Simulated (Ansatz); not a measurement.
Breaking a bond: SiH, doublet.

Computed with CCSDT(Q) on UHF/aug-cc-pVTZ, frozen core in Ansatz (an electronic-structure program).

The batch members p0 to p7 hold the bond at 1.01, 1.11, 1.18, 1.25, 1.29, 1.36, 1.39, 1.43 Å.

Ansatz input:

Ansatz 0.2 input:
```yaml
# input.yaml
basis:
  gaussian: { orbitals: aug-cc-pvtz }
correlation:
  method: ccsdt_q
  electrons: outside_noble_gas
scf:
  omitted_lower_state_checks: [cluster_reference, increment]
batch:
  members: [p0.yaml, p1.yaml, p2.yaml, p3.yaml, p4.yaml, p5.yaml, p6.yaml, p7.yaml]

# p4.yaml, one of the 8 members of this batch
crystal:
  periodic: [false, false, false]
  atoms:
    - { symbol: Si, position_ang: [0.0, 0.0, 0.0] }
    - { symbol: H, position_ang: [0.0, 0.0, 1.29] }
total_charge: 0
magnetization:
  spin_polarized: true
  initial_magnetization: 1
```

Lines of the output on each member:

```
Member 6: Total energy: -7878.85508205 eV, -289.5425837856 hartree
Member 6: Checks for a lower state left out: cluster_reference, increment
Member 1: Total energy: -7876.42425355 eV, -289.4532524857 hartree
Member 1: Checks for a lower state left out: cluster_reference, increment
Member 5: Total energy: -7878.75742426 eV, -289.5389949278 hartree
Member 5: Checks for a lower state left out: cluster_reference, increment
Member 2: Total energy: -7877.43984157 eV, -289.4905746574 hartree
Member 2: Checks for a lower state left out: cluster_reference, increment
Member 4: Total energy: -7878.41525785 eV, -289.5264205444 hartree
Member 4: Checks for a lower state left out: cluster_reference, increment
Member 0: Total energy: -7874.18560267 eV, -289.3709835834 hartree
Member 0: Checks for a lower state left out: cluster_reference, increment
Member 7: Total energy: -7878.94788810 eV, -289.5459943451 hartree
Member 7: Checks for a lower state left out: cluster_reference, increment
Member 3: Total energy: -7878.13220492 eV, -289.5160185410 hartree
Member 3: Checks for a lower state left out: cluster_reference, increment
```

The unrestricted determinant behind UCCSDT(Q) is spin-contaminated at 1.01 to 1.36, 2.26 to 4.84 Å (<S²> up to 1.8, against 0.75 for a pure doublet).
